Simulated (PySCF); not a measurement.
NICS in one family of compounds.

NICS = −σ at a ghost point: NICS(0) at the centroid of the ring atoms, NICS(1) 1 Å to either side along the normal of their mean plane, zz for the tensor component along that normal. Level: GIAO PBE0/pcSseg-1 (PySCF, non-relativistic, gas phase) on the GFN2-xTB geometries, one conformer each. Atom numbers follow the mapped SMILES.

Question: Order these rings by mean NICS(1)zz, lowest (most negative) first (ppm).
A. ring C5–C6–C7–C8–N9 in `[OH:1][Si@H:2]1[O:3][CH2:4][c:5]2[cH:6][cH:7][cH:8][n:9]21`
B. ring N5–C6–C7–C8–C9 in `[CH3:1][O:2][Si@H:3]([OH:4])[n:5]1[cH:6][cH:7][cH:8][cH:9]1`
C. ring N5–C6–C7–C8–C9 in `[CH3:1][O:2][Si@H:3]([OH:4])[n:5]1[cH:6][cH:7][cH:8][c:9]1[CH3:10]`
D. ring N5–C6–C7–C8–C10 in `[CH3:1][O:2][Si@H:3]([OH:4])[n:5]1[cH:6][cH:7][c:8]([OH:9])[cH:10]1`

Answer: B (-29.9), A (-28.8), C (-27.4), D (-26.2).

```csv
SMILES,ring,NICS(0),NICS(1),NICS(1)zz,HOMA,rms pucker (Å),ring atoms with four or more neighbours
CO[Si@H](O)n1cccc1,5-membered ring with N; formal bonds all aromatic,-13.3,-11.3,-29.9,0.84,0.00,0
O[Si@H]1OCc2cccn21,5-membered ring with N; formal bonds all aromatic,-12.5,-10.9,-28.8,0.84,0.00,0
CO[Si@H](O)n1cccc1C,5-membered ring with N; formal bonds all aromatic,-12.5,-10.6,-27.4,0.82,0.00,0
CO[Si@H](O)n1ccc(O)c1,5-membered ring with N; formal bonds all aromatic,-14.1,-10.2,-26.2,0.83,0.00,0
```

NICS(0) gives another order. The isotropic NICS(1) gives the same order. HOMA uses Krygowski's 1993 parameters. NICS(1) and NICS(1)zz are means over the two faces.
